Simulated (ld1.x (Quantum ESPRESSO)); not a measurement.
N: excitation energies, all-electron against ultrasoft

ld1.x (Quantum ESPRESSO) 7.5 input, shortened:

```
&input
   title='N', zed=7., rel=0, dft='BLYP', iswitch=3,
   config='[He] 2s2 2p3'
 /
 &inputp
   pseudotype=3, tm=.true., lloc=-2, rcloc=1.05,
   nlcc=.false.,
   which_augfun='PSQ', rmatch_augfun_nc=.true.
 /
4
2S  1  0   2.00   0.00  1.00  1.05  0.0
2S  1  0   0.00  -0.80  1.00  1.05  0.0
2P  2  1   3.00   0.00  1.65  1.90  0.0
2P  2  1   0.00   0.60  1.65  1.90  0.0
 &test
   configts(1)='2s2 2p3'
 /
```

Energies are relative to the spin-unpolarised reference configuration 2s2 2p3; without spin polarisation the order of configurations can differ from experiment.

(1) Give the all-electron excitation energy and the error of the potential for: 2s2 2p2; 2s2 2p1; 2s2 2p0; 2s1 2p0; 2s2 2p3.3; 2s0 2p5; 2s2 2p2.5.

## Answers

(1)

```json
{"valence configuration": "2s2 2p2", "charge": "+1", "ΔE all-electron (eV)": "13.580", "error AE − PS (meV)": "+30"}
{"valence configuration": "2s2 2p1", "charge": "+2", "ΔE all-electron (eV)": "42.459", "error AE − PS (meV)": "+180"}
{"valence configuration": "2s2 2p0", "charge": "+3", "ΔE all-electron (eV)": "89.621", "error AE − PS (meV)": "+647"}
{"valence configuration": "2s1 2p0", "charge": "+4", "ΔE all-electron (eV)": "167.378", "error AE − PS (meV)": "+1134"}
{"valence configuration": "2s2 2p3.3", "charge": "-0.3", "ΔE all-electron (eV)": "-1.612", "error AE − PS (meV)": "+1.0"}
{"valence configuration": "2s0 2p5", "charge": "0", "ΔE all-electron (eV)": "22.781", "error AE − PS (meV)": "+47"}
{"valence configuration": "2s2 2p2.5", "charge": "+0.5", "ΔE all-electron (eV)": "5.085", "error AE − PS (meV)": "+5.6"}
```

ld1.x printed “convergence not achieved” for 6 of the counted tests; their residual had stalled under 1e-8, short of the target of 1e-14.
